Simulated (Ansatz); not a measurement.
Ansatz (a program for electronic structure) input (MP2/LANL2DZ): The .json file is the Basis Set Exchange's LANL2DZ.

Ansatz 0.2 input:
```yaml
crystal:
  periodic: [false, false, false]
  atoms:
    - {symbol: In, position_ang: [-0.00000000, -0.00000000, -1.08152200]}
    - {symbol: Br, position_ang: [0.00000000, 0.00000000, 1.51413000]}
basis:
  gaussian:
    orbitals: LANL2DZ.json
magnetization: {spin_polarized: false}
correlation: {method: mp2, electrons: outside_noble_gas}
relax: {f_tol: 0.003, max_steps: 120}
```

From the output:

```
reference -402.89401902 eV, -14.8060821077 hartree; 5, 5 occupied and 11, 11 virtual orbitals, 280 factors
densities: 0.04 GiB planned
second order -1.20633991 eV of doubles, -0.00000000 eV of singles
the calculation of the forces begins
mean field evaluation 32: about -402.8940 eV, gradient 2.4e-6 eV
relax step   3: F+E_penalty+E_count = -404.10035894 eV  Δ(F+E_penalty+E_count) = -8.582e-5 eV  max|allowed force component| = 3.372e-3 eV/Å  Δτ_max = 0.0023 Å  (26 SCF iters, accepted)
these checks for a lower state are left out or cut short: starts, cluster_reference, orbital_swaps, neighbouring_geometries, increment
integrals: 0.00 GiB planned
280 factors; integrals over basis functions are off by at most 1.1e-4 eV
mean field: 0.04 GiB planned
mean field -402.89402290 eV, -14.8060822503 hartree, gradient 9.2e-6 eV, S^2 0.000000; 0 other end points of the search recorded, 0 dependent functions left out
reference -402.89402290 eV, -14.8060822503 hartree; 5, 5 occupied and 11, 11 virtual orbitals, 280 factors
densities: 0.04 GiB planned
second order -1.20633687 eV of doubles, -0.00000000 eV of singles
the calculation of the forces begins
relax step   4: F+E_penalty+E_count = -404.10035977 eV  Δ(F+E_penalty+E_count) = -8.394e-7 eV  max|allowed force component| = 2.859e-5 eV/Å  Δτ_max = 0.0003 Å  (20 SCF iters, accepted)
these checks for a lower state are left out or cut short: cluster_reference
integrals: 0.00 GiB planned
280 factors; integrals over basis functions are off by at most 1.1e-4 eV
mean field: 0.04 GiB planned
mean field -402.89402290 eV, -14.8060822503 hartree, gradient 9.2e-6 eV, S^2 0.000000; 1 other end points of the search recorded, 0 dependent functions left out
reference -402.89402290 eV, -14.8060822503 hartree; 5, 5 occupied and 11, 11 virtual orbitals, 280 factors
densities: 0.04 GiB planned
second order -1.20633687 eV of doubles, -0.00000000 eV of singles
the calculation of the forces begins
Total energy: -404.10035977 eV, -14.8504143127 hartree
Atom 0 at    -0.000000     0.000000    -1.112462 Å, force    -0.000000     0.000000    -0.000029 eV/Å
Atom 1 at     0.000000    -0.000000     1.545070 Å, force     0.000000     0.000000     0.000029 eV/Å
Dipole moment:    -0.000000     0.000000    -0.987165 e Å
Checks for a lower state left out: cluster_reference
```

The geometry given is a B3LYP-D3(BJ)/def2-TZVP minimum.
